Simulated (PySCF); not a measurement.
[Pb(OCH3)2]2+: from a saddle point downhill

PySCF 2.14.0, RKS PBE0, Pb def2-SVP with ECP60, O def2-SVP, C def2-SVP, H def2-SVP; non-relativistic Hamiltonian with scalar-relativistic core potentials where named; density fitting; no spin-orbit coupling. Relaxed within the symmetry of its start, the geometry (C2v) is

```xyz
11

Pb    0.0000    0.0000   -0.3590
O     1.6864    0.0000    1.0865
C     2.9947    0.0000    1.3292
H     3.6531    0.0000    0.3894
H     3.3348    0.9586    1.7891
H     3.3348   -0.9586    1.7891
O    -1.6864    0.0000    1.0865
C    -2.9947    0.0000    1.3292
H    -3.6531    0.0000    0.3894
H    -3.3348   -0.9586    1.7891
H    -3.3348    0.9586    1.7891
```

and its lowest harmonic modes are -839, -516, -43, 52, 74, 175 cm⁻¹ (negative: unstable). It was moved along the lowest mode and relaxed again, within the group C2 that the move left.

(1) Where does it end, and how much lower?

(2) How do the contacts change?

(3) Is the end a minimum?

State: singlet.

Answers

(1) In C2, 0.228 eV lower, after 38 steps:
```xyz
11

Pb    0.0000    0.0000   -0.2856
O     1.7164    0.0750    1.1176
C     3.0432   -0.0194    1.1872
H     3.6014    0.8425    0.7349
H     3.2692    0.2881    2.2784
H     3.4758   -1.0212    1.0285
O    -1.7164   -0.0750    1.1176
C    -3.0432    0.0194    1.1872
H    -3.6014   -0.8425    0.7349
H    -3.2692   -0.2881    2.2784
H    -3.4758    1.0212    1.0285
```

(2) 
| contact | saddle (Å) | end (Å) |
| --- | --- | --- |
| Pb1–O2 (OCH3) | 2.221 | 2.218 |
| Pb1–O7 (OCH3) | 2.221 | 2.218 |


(3) Yes; lowest modes 32, 37, 51, 154, 171, 196 cm⁻¹.
